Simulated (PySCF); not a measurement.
Spectrum to structure. The calculation used TDDFT PBE0/def2-SVPD, vertical, gas phase, core orbitals frozen in the response in PySCF. Geometries: GFN2-xTB, one conformer each.

```
state  ν̃ (cm⁻¹)       f  main configurations (H = HOMO, L = LUMO)
   S1      30370   0.039                                 H→L (96%)
   S2      33710  0.0043                               H-1→L (98%)
   S3      36390  0.0061                               H→L+1 (98%)
   S4      41730  0.0011                               H→L+2 (94%)
   S5      44000  0.0000                               H-3→L (97%)
   S6      47750  0.0024                               H→L+3 (99%)
   S7      48020   0.058                H-1→L+1 (53%), H-2→L (42%)
   S8      50450   0.258                H-2→L (45%), H-1→L+1 (44%)
```

Triplets computed (Tamm–Dancoff): 2.65, 3.45, 4.26 eV.

**Question.** Which candidate is it?
A. `[H]/N=C\C1=C[SiH2]S1`
B. `N#CCC1C[SiH2]C1`
C. `N(/C)=C/C#CC[SiH3]`

**Answer.** A. Its S1, at 3.76 eV, is the lowest among the candidates; the nearest of the others has S1 at 4.41 eV. S1 is HOMO→LUMO (96%). Löwdin shares by element: HOMO sulfur 54%, carbon 36% or more, silicon 5%; LUMO carbon 59%, nitrogen 23% (atoms not listed hold the other 18%). At the same level the other candidates give, for their lowest levels:
- `C/N=C\C#CC[SiH3]`: 4.41 eV (f 0.003); 5.19 eV (f 0.007); 5.44 eV (f 0.379); 6.25 eV (f 0.001); 6.30 eV (f 0.000); T1 3.61 eV; HOMO -7.19, LUMO -1.03 eV
- `N#CCC1C[SiH2]C1`: 7.07 eV (f 0.010); 7.24 eV (f 0.109); 7.34 eV (f 0.031); 7.48 eV (f 0.003); 7.78 eV (f 0.004); T1 6.29 eV; HOMO -8.33, LUMO -0.01 eV

Shape of the structure used: `[H]/[N:1]=[CH:2]\[C:3]1=[CH:4][SiH2:5][S:6]1`: N1–C2–C3–C4 180°.
